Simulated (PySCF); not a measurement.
Compound: CH7NOSi2.
SMILES with atom numbers: `[NH2:1][C:2](=[O:3])[SiH2:4][SiH3:5]` (hydrogens: H6, H7 on N1; H8, H9 on Si4; H10, H11, H12 on Si5)

Cartesian coordinates in Å at the GFN2-xTB level; atoms count from 1:
```xyz
12
CH7NOSi2 angstrom
N     -2.4122   -0.4285   -0.0439
C     -1.0837   -0.6325   -0.1675
O     -0.6341   -1.7178   -0.4946
Si     0.1050    0.8367    0.1797
Si     2.2350   -0.0215   -0.0257
H     -2.7808    0.4662    0.2219
H     -3.0572   -1.1834   -0.2277
H     -0.3034    1.8936   -0.7622
H     -0.3051    1.3720    1.4905
H      3.2239    1.0013    0.3457
H      2.4656   -1.1655    0.8563
H      2.5482   -0.4212   -1.3986
```

The closed-shell ground state was solved at several levels (PySCF, density fitting, gas phase, non-relativistic).

| level | basis functions | HOMO (eV) | LUMO (eV) | gap (eV) | dipole (D) |
| --- | --- | --- | --- | --- | --- |
| PBE0/def2-SVPD | 167 | -7.13 | -0.48 | 6.65 | 3.28 |
| PBE0/pcSseg-1 | 134 | -7.04 | -0.35 | 6.69 | 3.29 |

(1) Estimate the row for CAM-B3LYP/def2-SVPD, a basis of 167 functions; the other rows only guide the guess.

(2) Over all these levels, which gives the widest orbital gap and which the narrowest?

(3) How far do the dipole and the HOMO energy spread over the levels?

Results:

(1) HOMO -8.55 eV, LUMO 0.66 eV, gap 9.21 eV, dipole 3.35 D.

(2) CAM-B3LYP/def2-SVPD (range-separated hybrid) has the widest, 9.21 eV, and PBE0/def2-SVPD (global hybrid, 25 % exact exchange) the narrowest, 6.65 eV. The two share the basis. From the narrowest to the widest the HOMO moves by -1.42 eV and the LUMO by +1.14 eV.

(3) The dipole runs from 3.28 to 3.35 D (mean 3.31 D) and the HOMO from -8.55 to -7.04 eV.

One conformer stands for the species.
